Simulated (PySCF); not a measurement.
O4Os (SMILES [O]=[Os](=[O])(=[O])=[O]), singlet, geometry from GFN2-xTB (such geometries of metal compounds can be far from the true shape) (core potentials on Os); PBE/def2-SV(P) (PySCF).

Here is a job for PySCF.
```python
from pyscf import gto, scf, dft

mol = gto.M(
    atom='''
Os    0.000000   -0.000000    0.000000
O     1.112794    0.658356   -0.975418
O     0.738504   -0.820376    1.185234
O    -0.936291   -1.009404   -0.853021
O    -0.915007    1.171423    0.643205
''',
    basis='def2-sv(p)',
    ecp={'Os': 'def2-sv(p)'},
    charge=0,
    spin=0,
    verbose=5,
)

mf = dft.RKS(mol)
mf.xc = 'pbe'
mf.kernel()
```

Output, abridged:

```
PySCF version 2.14.0

[INPUT] verbose = 5
[INPUT] max_memory = 4000
[INPUT] num. atoms = 5
[INPUT] num. electrons = 48
[INPUT] charge = 0
[INPUT] spin (= nelec alpha-beta = 2S) = 0
[INPUT] symmetry False subgroup None
[INPUT] Mole.unit = angstrom
[INPUT] Symbol           X                Y                Z      unit          X                Y                Z       unit  Magmom
[...]
[INPUT] ---------------- BASIS SET ----------------
[INPUT] l, kappa, [nprim/nctr], expnt,             c_1 c_2 ...
[INPUT] Os
[...]
                                12.700638         1.8433193269
[...]
                                6.303641          -0.56379438345
                                1.4351579676      0.52360040577
                                0.68442749722     0.52445339821
[...]
                                3.196165          0.44501403992
                                1.0550226354      0.43689459722
                                0.41588406618     0.482206057988
[...]
[INPUT] O
[...]
                                340.87010191      -0.03989003923
                                77.363135167      -0.17853911985
                                21.47964494       -0.46427684959
                                6.6589433124      -0.44309745172
[...]
                                3.863550544       0.23094120765
                                1.0480920883      0.51375311064
[...]
nuclear repulsion = 244.115424567033
number of shells = 35
number of NR pGTOs = 146
number of NR cGTOs = 81
basis = def2-sv(p)
ecp = {'Os': 'def2-sv(p)'}

******** <class 'pyscf.dft.rks.RKS'> ********
method = RKS
initial guess = minao
damping factor = 0
level_shift factor = 0
DIIS = <class 'pyscf.scf.diis.CDIIS'>
diis_start_cycle = 1
diis_space = 8
diis_damp = 0
SCF conv_tol = 1e-09
SCF conv_tol_grad = None
SCF max_cycles = 50
direct_scf = True
direct_scf_tol = 1e-13
XC library pyscf.dft.libxc version 7.1.2
    S. Lehtola, C. Steigemann, M. J. T. Oliveira, and M. A. L. Marques,  SoftwareX 7, 1–5 (2018)
XC functionals = pbe
    J. P. Perdew, K. Burke, and M. Ernzerhof,  Phys. Rev. Lett. 77, 3865 (1996)
    J. P. Perdew, K. Burke, and M. Ernzerhof,  Phys. Rev. Lett. 78, 1396 (1997)
    J. P. Perdew, K. Burke, and M. Ernzerhof,  Phys. Rev. Lett. 77, 3865 (1996)
    J. P. Perdew, K. Burke, and M. Ernzerhof,  Phys. Rev. Lett. 78, 1396 (1997)
radial grids:
    Treutler-Ahlrichs [JCP 102, 346 (1995); DOI:10.1063/1.469408] (M4) radial grids

becke partition: Becke, JCP 88, 2547 (1988); DOI:10.1063/1.454033
pruning grids: <function nwchem_prune>
grids dens level: 3
symmetrized grids: False
atomic radii adjust function: <function treutler_atomic_radii_adjust>
small_rho_cutoff = 0
Set gradient conv threshold to 3.16228e-05
Initial guess from minao.
Density of valence part of ANO basis will be used as initial guess for Os
atom Os rad-grids = 100, ang-grids = [ 50  50  50  50  50  50  50  50  50  50  50  50  50  50  50  50  50  50
  50  50  50  50  50  50  50  50  50  50  86  86  86  86  86  86  86  86
  86  86  86  86  86  86  86  86 350 350 350 350 350 350 350 350 350 350
 434 434 434 434 434 434 434 434 434 434 434 434 434 434 434 434 434 434
 434 434 434 434 434 350 350 350 350 350 350 350 350 350 350 350 350 350
 350 350 350 350 350 350 350 350 350 350]
atom O rad-grids = 75, ang-grids = [ 50  50  50  50  50  50  50  50  50  50  50  50  50  50  50  50  50  50
  50  50  50  50  50  86  86  86  86  86  86  86  86  86 266 266 266 266
 266 266 266 302 302 302 302 302 302 302 302 302 302 302 302 302 302 302
 302 302 302 302 302 266 266 266 266 266 266 266 266 266 266 266 266 266
 266 266 266]
tot_boxes 1728, boxes in each direction [10 10 10]
Padding 4 grids
tot grids = 80640
nelec by numeric integration = 46.921810171475904
E1 = -1024.7691738514607  E2 = 401.1620496145618  Ecoul = 443.99656622613566  Exc = -42.83451661157387
init E= -379.491699669866
cond(S) = 513.3330207925187
[...]
  mo_energy =
[-1.92762207e+01 -1.92760529e+01 -1.92760519e+01 -1.92760509e+01
 -3.82188685e+00 -2.30075960e+00 -2.30075898e+00 -2.30075855e+00
 -1.29624380e+00 -1.26877274e+00 -1.26877249e+00 -1.26877212e+00
 -8.29361533e-01 -8.29361319e-01 -8.20872454e-01 -8.20872056e-01
 -8.20871459e-01 -7.43917116e-01 -6.98228613e-01 -6.98226699e-01
 -6.98225802e-01 -6.86652426e-01 -6.86651863e-01 -6.86651483e-01
 -4.57232708e-01 -4.57232267e-01 -3.52481924e-01 -3.52481218e-01
 -3.52480687e-01 -2.55662885e-01 -1.41827836e-01 -1.41826997e-01
 -1.41826400e-01 -2.49818428e-02  9.19878753e-02  9.19888818e-02
  9.19898321e-02  1.39604849e-01  1.39605791e-01  5.57128124e-01
  5.57129352e-01  5.57129725e-01  6.03301931e-01  6.03302690e-01
  6.03303305e-01  6.32791347e-01  6.33453790e-01  6.33454322e-01
  6.33454537e-01  7.65313261e-01  7.65315392e-01  7.65315745e-01
  8.17624199e-01  8.17626085e-01  9.87546206e-01  1.13997158e+00
  1.13997230e+00  1.13997269e+00  1.19315485e+00  2.01379282e+00
  2.01379338e+00  2.01379367e+00  2.07602300e+00  2.07602570e+00
  2.07602768e+00  2.08290771e+00  2.08291016e+00  2.16121002e+00
  2.16121201e+00  2.16121498e+00  2.22612315e+00  2.22612364e+00
  2.22612459e+00  2.34926510e+00  2.34926591e+00  2.62723641e+00
  2.78875376e+00  2.78875400e+00  2.78875492e+00  6.09296942e+01
  4.32881511e+02]
nelec by numeric integration = 48.00000015620638
E1 = -1054.932254514138  E2 = 420.2949749680103  Ecoul = 464.8317656369445  Exc = -44.53679066893421
cycle= 1 E= -390.521854979095  delta_E=  -11  |g|= 1.71  |ddm|= 8.17
[...]
  mo_energy =
[-1.83767560e+01 -1.83765641e+01 -1.83765556e+01 -1.83765512e+01
 -3.89964471e+00 -2.34425234e+00 -2.34425222e+00 -2.34425115e+00
 -8.83123161e-01 -8.83121052e-01 -8.83119996e-01 -8.61123736e-01
 -6.66803869e-01 -6.66803409e-01 -5.17357358e-01 -5.17355704e-01
 -5.17354975e-01 -2.75993260e-01 -2.29238702e-01 -2.29237236e-01
 -2.29236535e-01 -1.78454227e-01 -1.78453310e-01 -1.78451518e-01
 -1.12823113e-01 -1.12822771e-01 -3.31801697e-02 -3.31786402e-02
[...]
 -3.50179481e-01 -3.29227700e-01 -3.29227126e-01 -3.29226389e-01
 -1.50255662e-01 -1.50255237e-01 -5.39693521e-02 -5.39685992e-02
 -5.39677123e-02 -2.11293760e-02  7.26949710e-02  7.26958164e-02
  7.26968800e-02  2.12900764e-01  3.36976734e-01  3.36978360e-01
  3.36980107e-01  3.99971767e-01  3.99972771e-01  8.55793868e-01
  8.55795540e-01  8.55795918e-01  9.11827400e-01  9.11828497e-01
  9.11828785e-01  9.15804393e-01  9.15805912e-01  9.15806195e-01
  9.22925220e-01  1.07053925e+00  1.07054204e+00  1.07054259e+00
  1.11574641e+00  1.11574885e+00  1.25687538e+00  1.42174044e+00
  1.42174101e+00  1.42174193e+00  1.48815382e+00  2.36278989e+00
  2.36279013e+00  2.36279041e+00  2.43282980e+00  2.43283268e+00
  2.43283461e+00  2.43779588e+00  2.43779870e+00  2.51435846e+00
  2.51436087e+00  2.51436410e+00  2.57247211e+00  2.57247273e+00
  2.57247388e+00  2.69518209e+00  2.69518317e+00  2.95657273e+00
  3.11729713e+00  3.11729776e+00  3.11729800e+00  6.12564818e+01
  4.33476180e+02]
nelec by numeric integration = 48.000000003670394
E1 = -1051.848729828348  E2 = 416.68606323230676  Ecoul = 460.3105307432733  Exc = -43.62446751096654
cycle= 8 E= -391.047242029009  delta_E= -1.92e-06  |g|= 0.000153  |ddm|= 0.00214
[...]
  mo_energy =
[-1.88333872e+01 -1.88332204e+01 -1.88332178e+01 -1.88332158e+01
 -3.55782080e+00 -2.04123065e+00 -2.04123042e+00 -2.04122963e+00
 -9.48174347e-01 -9.23153172e-01 -9.23152855e-01 -9.23152381e-01
 -5.29454641e-01 -5.29454341e-01 -5.03994394e-01 -5.03993773e-01
 -5.03993113e-01 -3.99959606e-01 -3.50183620e-01 -3.50181930e-01
 -3.50181199e-01 -3.29229750e-01 -3.29229151e-01 -3.29228546e-01
 -1.50262120e-01 -1.50261694e-01 -5.39753797e-02 -5.39746366e-02
 -5.39737592e-02 -2.11316332e-02  7.26938586e-02  7.26947009e-02
  7.26957610e-02  2.12897195e-01  3.36971869e-01  3.36973492e-01
  3.36975233e-01  3.99967652e-01  3.99968658e-01  8.55793497e-01
  8.55795070e-01  8.55795465e-01  9.11825668e-01  9.11826843e-01
  9.11827158e-01  9.15801709e-01  9.15803114e-01  9.15803396e-01
  9.22926552e-01  1.07053738e+00  1.07054020e+00  1.07054074e+00
  1.11574539e+00  1.11574783e+00  1.25686786e+00  1.42173546e+00
  1.42173607e+00  1.42173695e+00  1.48815005e+00  2.36278855e+00
  2.36278877e+00  2.36278915e+00  2.43282699e+00  2.43282988e+00
  2.43283182e+00  2.43779335e+00  2.43779618e+00  2.51435581e+00
  2.51435820e+00  2.51436144e+00  2.57247035e+00  2.57247096e+00
  2.57247208e+00  2.69518025e+00  2.69518133e+00  2.95657017e+00
  3.11729478e+00  3.11729542e+00  3.11729580e+00  6.12564649e+01
  4.33476163e+02]
nelec by numeric integration = 48.00000000367395
E1 = -1051.849051271518  E2 = 416.6863846712153  Ecoul = 460.3108443650727  Exc = -43.62445969385737
cycle= 9 E= -391.04724203327  delta_E= -4.26e-09  |g|= 2.1e-05  |ddm|= 9.67e-05
[...]
  mo_energy =
[-1.88333862e+01 -1.88332196e+01 -1.88332163e+01 -1.88332154e+01
 -3.55782269e+00 -2.04123233e+00 -2.04123211e+00 -2.04123132e+00
 -9.48174285e-01 -9.23153304e-01 -9.23152676e-01 -9.23152563e-01
 -5.29455192e-01 -5.29454892e-01 -5.03994672e-01 -5.03993937e-01
 -5.03993465e-01 -3.99959425e-01 -3.50183397e-01 -3.50181700e-01
 -3.50180980e-01 -3.29229268e-01 -3.29228967e-01 -3.29228188e-01
 -1.50262533e-01 -1.50262108e-01 -5.39758255e-02 -5.39750649e-02
 -5.39742610e-02 -2.11316257e-02  7.26939757e-02  7.26948054e-02
  7.26958818e-02  2.12897054e-01  3.36971555e-01  3.36973180e-01
  3.36974923e-01  3.99967493e-01  3.99968498e-01  8.55793686e-01
  8.55795375e-01  8.55795604e-01  9.11826024e-01  9.11827085e-01
  9.11827300e-01  9.15801679e-01  9.15803057e-01  9.15803468e-01
  9.22926860e-01  1.07053758e+00  1.07054029e+00  1.07054090e+00
  1.11574564e+00  1.11574808e+00  1.25686714e+00  1.42173516e+00
  1.42173571e+00  1.42173663e+00  1.48814998e+00  2.36278888e+00
  2.36278893e+00  2.36278919e+00  2.43282728e+00  2.43283013e+00
  2.43283228e+00  2.43779365e+00  2.43779647e+00  2.51435621e+00
  2.51435845e+00  2.51436170e+00  2.57247053e+00  2.57247106e+00
  2.57247221e+00  2.69518044e+00  2.69518152e+00  2.95657010e+00
  3.11729494e+00  3.11729529e+00  3.11729572e+00  6.12564627e+01
  4.33476161e+02]
nelec by numeric integration = 48.00000000367776
E1 = -1051.8490848763665  E2 = 416.6864182759963  Ecoul = 460.3108751693158  Exc = -43.62445689331951
cycle= 10 E= -391.047242033338  delta_E= -6.76e-11  |g|= 7.58e-06  |ddm|= 1.45e-05
[...]
  mo_energy =
[-1.88333862e+01 -1.88332195e+01 -1.88332191e+01 -1.88332123e+01
 -3.55782288e+00 -2.04123258e+00 -2.04123226e+00 -2.04123143e+00
 -9.48174287e-01 -9.23154164e-01 -9.23153245e-01 -9.23151168e-01
 -5.29455257e-01 -5.29454957e-01 -5.03994774e-01 -5.03994448e-01
 -5.03992948e-01 -3.99959411e-01 -3.50183377e-01 -3.50181717e-01
 -3.50180938e-01 -3.29230102e-01 -3.29228268e-01 -3.29227978e-01
 -1.50262584e-01 -1.50262159e-01 -5.39759853e-02 -5.39752582e-02
 -5.39740647e-02 -2.11316362e-02  7.26939578e-02  7.26948532e-02
  7.26958440e-02  2.12897026e-01  3.36971520e-01  3.36973141e-01
  3.36974889e-01  3.99967469e-01  3.99968474e-01  8.55793753e-01
  8.55794841e-01  8.55796117e-01  9.11825411e-01  9.11827083e-01
  9.11827963e-01  9.15801720e-01  9.15802606e-01  9.15803845e-01
  9.22926887e-01  1.07053731e+00  1.07054060e+00  1.07054087e+00
  1.11574566e+00  1.11574810e+00  1.25686706e+00  1.42173493e+00
  1.42173584e+00  1.42173661e+00  1.48814997e+00  2.36278800e+00
  2.36278903e+00  2.36279001e+00  2.43282751e+00  2.43283038e+00
  2.43283187e+00  2.43779367e+00  2.43779649e+00  2.51435565e+00
  2.51435880e+00  2.51436197e+00  2.57247024e+00  2.57247133e+00
  2.57247227e+00  2.69518046e+00  2.69518154e+00  2.95657009e+00
  3.11729400e+00  3.11729547e+00  3.11729646e+00  6.12564625e+01
  4.33476161e+02]
nelec by numeric integration = 48.00000000365337
E1 = -1051.8490884517994  E2 = 416.68642185173564  Ecoul = 460.3108784907028  Exc = -43.62445663896715
Extra cycle  E= -391.047242033031  delta_E= 3.06e-10  |g|= 4e-05  |ddm|= 3.28e-05
converged SCF energy = -391.047242033031
```
